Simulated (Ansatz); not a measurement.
**Cu⁺ ··· HCN**

The pair of Cu⁺ (SMILES [Cu+], atom 1) and HCN (SMILES C#N, atoms 2–4), both closed shells, in one local arrangement (a lower one may exist), relaxed at PBE0-D4/def2-TZVP:

```xyz
4
angstrom
Cu -1.6359 1.4819 -0.4155
C 0.5607 -0.5079 0.1424
N -0.2691 0.2438 -0.0683
H 1.3443 -1.2178 0.3414
```

Ansatz 0.2.0; basis: def2-TZVPPD, with def2-QZVPPD for the basis limit; cores frozen in the correlated methods. The 3s and 3p shells of Cu and Zn are frozen; filled d shells are correlated. B3LYP uses VWN-RPA correlation. Extrapolation: Hartree–Fock as exp(−7.88 √X), correlation as X^−2.97. Interaction energies count from these two fragments, frozen as in the pair, with the counterpoise correction; negative means bound.

Task: What is the interaction energy by CCSD(T) at an estimated basis limit (MP2 extrapolated from triple and quadruple zeta, plus CCSD(T) − MP2 in triple zeta)? (Judge from chemistry; the value comes from the calculation.)

Result: The calculation gives: -200.9 kJ/mol. Hartree–Fock alone gives -139.9 kJ/mol at the basis limit. It counts from the two fragments frozen as in the pair.

The same quantity by other methods in triple zeta, and each one's difference from that estimate:
| method | E_int (kJ/mol) | difference |
| --- | --- | --- |
| PBE-D4 | -242.3 | -41.4 |
| revPBE-D4 | -226.0 | -25.1 |
| BLYP-D4 | -237.9 | -37.0 |
| r2SCAN-D4 | -241.9 | -41.0 |
| B97M-V | -233.8 | -32.9 |
| PBE0-D4 | -216.1 | -15.2 |
| B3LYP-D4 | -219.7 | -18.8 |
| HSE06-D4 | -215.5 | -14.6 |
| wB97X-V | -208.2 | -7.3 |
| wB97M-V | -204.9 | -4.0 |
| B2PLYP | -209.4 | -8.5 |
| HF | -139.1 | 61.8 |
| MP2 | -199.0 | 1.9 |
| CCSD | -179.4 | 21.5 |
| CCSD(T) | -187.1 | 13.8 |
Differences are method less estimate.

Task: Which atoms make the shortest contact between the fragments?

Result: Cu1 and N3, 1.88 Å apart.

Energy to bend the free fragments (PBE0-D4 minima) into their shapes in the pair, CCSD(T)/def2-TZVPPD: HCN 1.4 kJ/mol. This must be added to the interaction energy to get the binding energy from relaxed fragments.

Basis-set superposition shift (counterpoise-corrected less uncorrected): CCSD(T) 7.2; MP2 6.7; HF 1.6; PBE0-D4 1.9; wB97M-V 1.7 kJ/mol.

No T1 diagnostic of these runs exceeds 0.022.

For scale, one of the runs: CCSD(T)/def2-TZVPPD, 158 basis functions, launched by `ansatz run in.yaml --threads 2 --pin off --events-out ev --progress --plain --max-ram 5222MiB`. Time: 19 s of wall clock on 2 CPU threads of an Arm Neoverse N1; the host was shared. Peak host memory: 0.8 GiB.
